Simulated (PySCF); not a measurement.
# CdTe: one state, many levels of theory

State: ³Π (triplet), unpaired electrons σ ↑, π ↑. Set-up: Cd def2-TZVPPD with ECP28, Te def2-TZVPPD with ECP28; scalar-relativistic core potentials (PySCF 2.14). De refers to Cd + Te in their high-spin ground configurations, without counterpoise correction. The functionals are run spin-unrestricted. A positive dipole means Cd(−)Te(+).

| Level | Re (Å) | ωe (cm⁻¹) | De (eV) | μ (D) | CPU s a point (SCF and correlation, without the integrals) |
| --- | --- | --- | --- | --- | --- |
| UHF | 2.821 | 140 | 0.294 | -2.63 | 3.6 |
| UHF-MP2 | 2.749 | 140 | 0.373 | n/a | 7.5 |
| UHF-SCS-MP2 | 2.783 | 133 | 0.268 | n/a | n/a |
| PBE | 2.835 | 125 | 0.66 | -1.59 | 2.6 |
| BLYP | 2.919 | 107 | 0.454 | -1.62 | 1.5 |
| r²SCAN | 2.779 | 140 | 0.75 | -1.67 | 3.7 |
| TPSSh | 2.803 | 134 | 0.70 | -1.82 | 5.8 |
| B3LYP | 2.867 | 117 | 0.480 | -1.77 | 5.4 |
| PBE0 | 2.795 | 136 | 0.67 | -1.83 | 6.2 |
| r²SCAN0 | 2.765 | 145 | 0.73 | -1.88 | 6.2 |
| M06 | 2.921 | 102 | 0.50 | -1.30 | 5.8 |
| CAM-B3LYP | 2.802 | 131 | 0.50 | -1.85 | 9.8 |

The bond length runs from 2.749 Å (UHF-MP2) to 2.921 Å (M06). De spans 0.27 eV (UHF-SCS-MP2, perturbation theory) to 0.75 eV (r²SCAN, meta-GGA).

Correlated steps freeze 4 core orbitals. Spin–orbit coupling is left out, which matters for elements this heavy, above all for dissociation energies. The state is the lowest determinant that a PBE0 search found; another state may lie lower at other levels.

The whole job (state search and all levels along the bond) took about 7.8 min on 2 threads of Arm Neoverse V1 (shared host), peak memory 5.5 GiB.
